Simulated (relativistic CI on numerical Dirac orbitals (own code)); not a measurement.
# d1 to d9 in one octahedral field

Computed with a parametric ligand-field model without spin-orbit coupling, by exact diagonalisation: B = 620, C = 2620, 10Dq = 29000 cm⁻¹ (Oh; |10Dq|/B = 46.8) for every shell. Energies in cm⁻¹; the field energy is (0.6 n_e − 0.4 n_t2) × 10Dq of the ground term; g labels are left out.

```csv
Shell,Ground term,Electrons in e,Field energy,First spin-allowed bands,Lowest term of other spin
d1,2T2,0.000,-11600,2E 29000,
d2,3T1,0.011,-22876,"3T2 27536, 3T1 35371",1T2 9194
d3,4A2,0.000,-34800,"4T2 29000, 4T1 35863",2E 12718
d4,3T1,0.018,-45887,"3E 26503, 3T1 27158",1T2 7802
d5,2T2,0.033,-57038,"2A2 25637, 2T1 25856",4T1 16500
d6,1A1,0.025,-68868,"1T1 27122, 1T2 35837",3T1 21568
d7,2E,1.017,-51702,"2T1 26971, 2T2 27610",4T1 16295
d8,3A2,2.000,-34800,"3T2 29000, 3T1 35863",1E 10121
d9,2E,3.000,-17400,2T2 29000,
```

Low spin: d4, d5, d6, d7; the other shells keep the spin of the free ion. Only d4 to d7 can choose; the field needed to pair spins is smallest for d6 and largest for d5, which loses most exchange energy. In the strong-field picture 10Dq must exceed about 6B + 5C = 16820 (d4), 7.5B + 5C = 17750 (d5), 2.5B + 4C = 12030 (d6) and 4B + 4C = 12960 (d7); mixing of terms shifts these bounds somewhat.
